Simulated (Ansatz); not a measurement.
Species: CH5Ga, charge 0, singlet. CH5Ga (SMILES [CH3][GaH2]).
B3LYP-D3(BJ)/def2-TZVP minimum from Ansatz (a quantum-chemistry and plane-wave program):
```
C
H 1 1.0893
H 1 1.0914 2 109.27
H 1 1.0940 2 108.19 3 116.15
Ga 1 1.9794 2 112.43 4 120.37
H 5 1.5753 1 121.23 2 -14.04
H 5 1.5760 6 118.91 1 179.15
```

Total energies in cc-pVTZ, 12 correlated electrons, 15 frozen orbitals. UHF or UKS for unpaired electrons; spin-orbit terms are left out. Correlated methods leave the cores frozen (noble-gas shells, and filled d and f shells in the p block). No relativity.

```
method    program  energy (Eh)  minus CCSDT(Q) (mEh)
--------  -------  -----------  --------------------
HF         Ansatz  -1964.05948                310.23
MP2        Ansatz  -1964.32780                 41.92
CCSD       Ansatz  -1964.35939                 10.33
CCSD(T)    Ansatz  -1964.36871                  1.01
CCSDT(Q)   Ansatz  -1964.36972                  0.00
```

Rough core times of Ansatz's runs on a shared machine: CCSD(T) under 20 s, CCSDT(Q) 50 min.
